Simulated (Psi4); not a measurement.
A run for Psi4: SAPT0/aug-cc-pVDZ on CH5FSe (a complex), monomers drawn apart or pushed together.

```
memory 2025 MB

molecule dimer {
0 1
C    -0.24367259   -0.09483055   -0.40008142
F     0.25328633   -1.22183524    0.25290307
H     0.49330603    0.23447330   -1.13322222
H    -1.17646022   -0.36450977   -0.89614617
H    -0.41956330    0.68409243    0.34183621
--
0 1
Se   -0.36443052   -0.27238186    4.67991517
H     0.19965723    0.40271168    5.85928085
H     0.97137202   -0.54590249    4.13626774
units angstrom
symmetry c1
no_reorient
no_com
}

set {
  basis aug-cc-pVDZ
  scf_type df
  freeze_core true
}

energy('sapt0')
```

It printed:

```
[...]
==> Input File <==

--------------------------------------------------------------------------
memory 2025 MB

molecule dimer {
0 1
C    -0.24367259   -0.09483055   -0.40008142
F     0.25328633   -1.22183524    0.25290307
H     0.49330603    0.23447330   -1.13322222
H    -1.17646022   -0.36450977   -0.89614617
H    -0.41956330    0.68409243    0.34183621
--
0 1
Se   -0.36443052   -0.27238186    4.67991517
H     0.19965723    0.40271168    5.85928085
H     0.97137202   -0.54590249    4.13626774
units angstrom
symmetry c1
no_reorient
no_com
}

set {
  basis aug-cc-pVDZ
  scf_type df
  freeze_core true
}

energy('sapt0')
--------------------------------------------------------------------------


   => Loading Basis Set <=

    Name: AUG-CC-PVDZ
    Role: ORBITAL
    Keyword: BASIS
    atoms 1        entry C          line   182 file aug-cc-pvdz.gbs
    atoms 2        entry F          line   290 file aug-cc-pvdz.gbs
    atoms 3-5, 7-8 entry H          line    40 file aug-cc-pvdz.gbs
    atoms 6        entry SE         line  3217 file aug-cc-pvdz.gbs

   => Loading Basis Set <=

    Name: AUG-CC-PVDZ
    Role: ORBITAL
    Keyword: BASIS
    atoms 1        entry C          line   182 file aug-cc-pvdz.gbs
    atoms 2        entry F          line   290 file aug-cc-pvdz.gbs
    atoms 3-5, 7-8 entry H          line    40 file aug-cc-pvdz.gbs
    atoms 6        entry SE         line  3217 file aug-cc-pvdz.gbs


  //>>>>>>>>>>>>>>>>>>>>>>>>>>>>>>>>>>>//
  //              Dimer HF             //
  //<<<<<<<<<<<<<<<<<<<<<<<<<<<<<<<<<<<//

   => Libint2 <=

    Primary   basis highest AM E, G, H:  7, 6, 3
    Auxiliary basis highest AM E, G, H:  7, 7, 4
    Onebody   basis highest AM E, G, H:  -, -, -
    Solid Harmonics ordering:            Gaussian


   => Loading Basis Set <=

    Name: AUG-CC-PVDZ
    Role: ORBITAL
    Keyword: BASIS
    atoms 1        entry C          line   182 file aug-cc-pvdz.gbs
    atoms 2        entry F          line   290 file aug-cc-pvdz.gbs
    atoms 3-5, 7-8 entry H          line    40 file aug-cc-pvdz.gbs
    atoms 6        entry SE         line  3217 file aug-cc-pvdz.gbs


         ---------------------------------------------------------
                                   SCF
               by Justin Turney, Rob Parrish, Andy Simmonett
                          and Daniel G. A. Smith
                              RHF Reference
                        1 Threads,   1931 MiB Core
         ---------------------------------------------------------

  ==> Geometry <==

    Molecular point group: c1
    Full point group: C1

    Geometry (in Angstrom), charge = 0, multiplicity = 1:

       Center              X                  Y                   Z               Mass
    ------------   -----------------  -----------------  -----------------  -----------------
         C           -0.243672590000    -0.094830550000    -0.400081420000    12.000000000000
         F            0.253286330000    -1.221835240000     0.252903070000    18.998403162730
         H            0.493306030000     0.234473300000    -1.133222220000     1.007825032230
         H           -1.176460220000    -0.364509770000    -0.896146170000     1.007825032230
         H           -0.419563300000     0.684092430000     0.341836210000     1.007825032230
         SE          -0.364430520000    -0.272381860000     4.679915170000    79.916521800000
         H            0.199657230000     0.402711680000     5.859280850000     1.007825032230
         H            0.971372020000    -0.545902490000     4.136267740000     1.007825032230

  Running in c1 symmetry.

  Rotational constants: A =      0.47677  B =      0.00922  C =      0.00910 [cm^-1]
  Rotational constants: A =  14293.20933  B =    276.46557  C =    272.67705 [MHz]
  Nuclear repulsion =  132.624979482748131

  Charge       = 0
  Multiplicity = 1
  Electrons    = 54
  Nalpha       = 27
  Nbeta        = 27

  ==> Algorithm <==

  SCF Algorithm Type is DF.
  DIIS enabled.
  MOM disabled.
  Fractional occupation disabled.
  Guess Type is SAD.
  Energy threshold   = 1.00e-08
  Density threshold  = 1.00e-08
  Integral threshold = 1.00e-12

  ==> Primary Basis <==

  Basis Set: AUG-CC-PVDZ
    Blend: AUG-CC-PVDZ
    Number of shells: 57
    Number of basis functions: 127
    Number of Cartesian functions: 134
    Spherical Harmonics?: true
    Max angular momentum: 2

   => Loading Basis Set <=

    Name: (AUG-CC-PVDZ AUX)
    Role: JKFIT
    Keyword: DF_BASIS_SCF
    atoms 1        entry C          line   154 file aug-cc-pvdz-jkfit.gbs
    atoms 2        entry F          line   328 file aug-cc-pvdz-jkfit.gbs
    atoms 3-5, 7-8 entry H          line    70 file aug-cc-pvdz-jkfit.gbs
    atoms 6        entry SE         line  1269 file aug-cc-pvdz-jkfit.gbs

  ==> Integral Setup <==

  DFHelper Memory: AOs need 0.064 GiB; user supplied 1.414 GiB.
  SCF_SUBTYPE=INCORE selected. In-core MEM_DF algorithm will be used.
  Using in-core AOs.

  ==> MemDFJK: Density-Fitted J/K Mat
[...]
    18.505695
     127A     42.953476

    Final Occupation by Irrep:
              A
    DOCC [    18 ]
    NA   [    18 ]
    NB   [    18 ]

  @DF-RHF Final Energy: -2400.34726175871947

   => Energetics <=

    Nuclear Repulsion Energy =             24.7357289978193506
    One-Electron Energy =               -3392.8497901320424717
    Two-Electron Energy =                 967.7667993755036377
    Total Energy =                      -2400.3472617587194691

Computation Completed


Properties will be evaluated at   0.000000,   0.000000,   0.000000 [a0]

Properties computed using the SCF density matrix


 Multipole Moments:

 ------------------------------------------------------------------------------------
     Multipole            Electronic (a.u.)      Nuclear  (a.u.)        Total (a.u.)
 ------------------------------------------------------------------------------------

 L = 1.  Multiply by 2.5417464519 to convert [e a0] to [Debye]
 Dipole X            :         21.5104629          -21.2019872            0.3084757
 Dipole Y            :         17.8365117          -17.7713134            0.0651983
 Dipole Z            :       -319.4728029          319.5766200            0.1038171
 Magnitude           :                                                    0.3319429

 ------------------------------------------------------------------------------------

  Constructing Basis Sets for SAPT...

   => Loading Basis Set <=

    Name: (AUG-CC-PVDZ AUX)
    Role: RIFIT
    Keyword: DF_BASIS_SAPT
    atoms 1        entry C          line   112 file aug-cc-pvdz-ri.gbs
    atoms 2        entry F          line   250 file aug-cc-pvdz-ri.gbs
    atoms 3-5, 7-8 entry H          line    30 file aug-cc-pvdz-ri.gbs
    atoms 6        entry SE         line   900 file aug-cc-pvdz-ri.gbs

   => Loading Basis Set <=

    Name: (AUG-CC-PVDZ AUX)
    Role: JKFIT
    Keyword: DF_BASIS_ELST
    atoms 1        entry C          line   154 file aug-cc-pvdz-jkfit.gbs
    atoms 2        entry F          line   328 file aug-cc-pvdz-jkfit.gbs
    atoms 3-5, 7-8 entry H          line    70 file aug-cc-pvdz-jkfit.gbs
    atoms 6        entry SE         line  1269 file aug-cc-pvdz-jkfit.gbs


  //>>>>>>>>>>>>>>>>>>>>>>>>>>>>>>>>>>>//
  //               SAPT0               //
  //<<<<<<<<<<<<<<<<<<<<<<<<<<<<<<<<<<<//



        SAPT0
    Ed Hohenstein
     6 June 2009

      Orbital Information
  --------------------------
    NSO        =       127
    NMO        =       127
    NRI        =       389
    NRI (Elst) =       526
    NOCC A     =         9
    NOCC B     =        18
    FOCC A     =         2
    FOCC B     =         9
    NVIR A     =       118
    NVIR B     =       109

    Elst10,r            =    -0.000720457420 [Eh]
    Exch10              =     0.000054940194 [Eh]
    Exch10 (S^2)        =     0.000054937215 [Eh]

    Maxiter = 50
    CPHF R converge = 1.000000E-08

    Iter     Energy [mEh]          dE [mEh]         Residual      Time [s]
       1      -0.00647049       0.006470488     5.882569e-04             0
       2      -0.00780735       0.001336860     3.309149e-04             0
       3      -0.00834621       0.000538858     5.755492e-05             0
       4      -0.00830215      -0.000044060     1.483131e-05             0
       5      -0.00829726      -0.000004892     2.991392e-06             0
       6      -0.00829959       0.000002335     7.909807e-07             0
       7      -0.00829970       0.000000114     2.083753e-07             0
       8      -0.00829957      -0.000000135     3.473299e-08             0
       9      -0.00829957       0.000000006     7.919589e-09             0

    CHF Iterations converged

    Maxiter = 50
    CPHF R converge = 1.000000E-08

    Iter     Energy [mEh]          dE [mEh]         Residual      Time [s]
       1      -0.04110683       0.041106832     1.124780e-03             0
       2      -0.04341881       0.002311981     3.270280e-04             0
       3      -0.04634585       0.002927033     5.316300e-05             0
       4      -0.04609245      -0.000253394     1.217202e-05             0
       5      -0.04609633       0.000003880     4.712624e-06             0
       6      -0.04610604       0.000009708     1.247402e-06             1
       7      -0.04610321      -0.000002835     2.498660e-07             1
       8      -0.04610356       0.000000358     5.761777e-08             1
       9      -0.04610351      -0.000000050     1.636934e-08             1
      10      -0.04610352       0.000000003     5.163900e-09             1

    CHF Iterations converged

    Ind20,r (A<-B)      =    -0.000008299574 [Eh]
    Ind20,r (B<-A)      =    -0.000046103517 [Eh]
    Ind20,r             =    -0.000054403092 [Eh]
    Exch-Ind20,r (A<-B) =     0.000001162890 [Eh]
    Exch-Ind20,r (B<-A) =     0.000013783507 [Eh]
    Exch-Ind20,r        =     0.000014946398 [Eh]
    Disp20              =    -0.000412015381 [Eh]
    Disp20 (SS)         =    -0.000206007690 [Eh]
    Disp20 (OS)         =    -0.000206007690 [Eh]
    Exch-Disp20         =     0.000006883535 [Eh]
    Exch-Disp20 (SS)    =     0.000004686287 [Eh]
    Exch-Disp20 (OS)    =     0.000002197247 [Eh]

    SAPT Results
  --------------------------------------------------------------------------------------------------------
    Electrostatics                 -0.72045742 [mEh]      -0.45209386 [kcal/mol]      -1.89156070 [kJ/mol]
      Elst10,r                     -0.72045742 [mEh]      -0.45209386 [kcal/mol]      -1.89156070 [kJ/mol]

    Exchange                        0.05494019 [mEh]       0.03447549 [kcal/mol]       0.14424546 [kJ/mol]
      Exch10                        0.05494019 [mEh]       0.03447549 [kcal/mol]       0.14424546 [kJ/mol]
      Exch10(S^2)                   0.05493721 [mEh]       0.03447362 [kcal/mol]       0.14423764 [kJ/mol]

    Induction                      -0.04483416 [mEh]      -0.02813386 [kcal/mol]      -0.11771206 [kJ/mol]
      Ind20,r                      -0.05440309 [mEh]      -0.03413846 [kcal/mol]      -0.14283530 [kJ/mol]
      Exch-Ind20,r                  0.01494640 [mEh]       0.00937901 [kcal/mol]       0.03924176 [kJ/mol]
      delta HF,r (2)               -0.00537746 [mEh]      -0.00337441 [kcal/mol]      -0.01411853 [kJ/mol]

    Dispersion                     -0.40513185 [mEh]      -0.25422407 [kcal/mol]      -1.06367352 [kJ/mol]
      Disp20                       -0.41201538 [mEh]      -0.25854355 [kcal/mol]      -1.08174623 [kJ/mol]
      Exch-Disp20                   0.00688353 [mEh]       0.00431948 [kcal/mol]       0.01807272 [kJ/mol]
      Disp20 (SS)                  -0.20600769 [mEh]      -0.12927178 [kcal/mol]      -0.54087312 [kJ/mol]
      Disp20 (OS)                  -0.20600769 [mEh]      -0.12927178 [kcal/mol]      -0.54087312 [kJ/mol]
      Exch-Disp20 (SS)              0.00468629 [mEh]       0.00294069 [kcal/mol]       0.01230385 [kJ/mol]
      Exch-Disp20 (OS)              0.00219725 [mEh]       0.00137879 [kcal/mol]       0.00576887 [kJ/mol]

  Total HF                         -0.71035138 [mEh]      -0.44575222 [kcal/mol]      -1.86502730 [kJ/mol]
  Total SAPT0                      -1.11548323 [mEh]      -0.69997629 [kcal/mol]      -2.92870081 [kJ/mol]

  Special recipe for scaled SAPT0 (see Manual):
    Electrostatics sSAPT0          -0.72045742 [mEh]      -0.45209386 [kcal/mol]      -1.89156070 [kJ/mol]
    Exchange sSAPT0                 0.05494019 [mEh]       0.03447549 [kcal/mol]       0.14424546 [kJ/mol]
    Induction sSAPT0               -0.04483173 [mEh]      -0.02813233 [kcal/mol]      -0.11770568 [kJ/mol]
    Dispersion sSAPT0              -0.40513073 [mEh]      -0.25422337 [kcal/mol]      -1.06367057 [kJ/mol]
  Total sSAPT0                     -1.11547968 [mEh]      -0.69997407 [kcal/mol]      -2.92869149 [kJ/mol]
  --------------------------------------------------------------------------------------------------------



*** Psi4 exiting successfully. Buy a developer a beer!
```

The run finished.

Cost: around 30 core-seconds (rough).
